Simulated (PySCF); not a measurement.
**First hyperpolarisability: 2-bromobenzyl alcohol, C7H7BrO**

Geometry:
```tsv
atom	x (Å)	y (Å)	z (Å)
O1	-2.247	-0.987	-1.185
C2	-1.288	-1.475	-0.291
C3	0.108	-0.964	-0.558
C4	1.104	-1.819	-1.042
C5	2.397	-1.369	-1.301
C6	2.721	-0.033	-1.081
C7	1.752	0.847	-0.603
C8	0.469	0.372	-0.349
Br9	-0.821	1.605	0.306
H10	-2.343	-0.042	-1.016
H11	-1.286	-2.571	-0.391
H12	-1.552	-1.249	0.762
H13	0.848	-2.867	-1.221
H14	3.150	-2.063	-1.679
H15	3.731	0.334	-1.282
H16	1.989	1.897	-0.425
```

Method: quadratic response CAM-B3LYP/aug-cc-pVDZ first hyperpolarisability, Taylor convention, gas phase (PySCF). Geometry: PBE0-D3(BJ)/def2-SVP.

The calculation is non-relativistic, which matters for the atoms heavier than Zn.

Task: What is the first hyperpolarisability, and how does it disperse?

Result: In au, Taylor convention; the vector part is βᵢ = ⅓ Σⱼ (βᵢⱼⱼ + βⱼᵢⱼ + βⱼⱼᵢ); β∥ is 3/5 of the vector part along the dipole, the dipole points from − to +:
```tsv
process	λ (nm)	β vector norm	β∥	β HRS	depolarisation ratio
static β(0;0,0)	∞	114.0	-67.1	44.2	6.48
second harmonic β(−2ω;ω,ω)	1907	121.0	-71.0	46.9	6.48
Pockels β(−ω;ω,0)	1907	116.2	-68.3	–	–
second harmonic β(−2ω;ω,ω)	1064	139.7	-81.2	54.3	6.48
Pockels β(−ω;ω,0)	1064	121.5	-71.3	–	–
```

Task: Which lowest excitations, dipole and polarisabilities go with it?

Result: S1 5.27 eV (f = 0.000); S2 5.72 eV (f = 0.003); S3 5.81 eV (f = 0.064); dipole 2.26 D; isotropic α 107.4 au static, 107.8 au at 1907 nm, 108.7 au at 1064 nm, 109.0 au at 953.5 nm, 112.8 au at 532 nm.
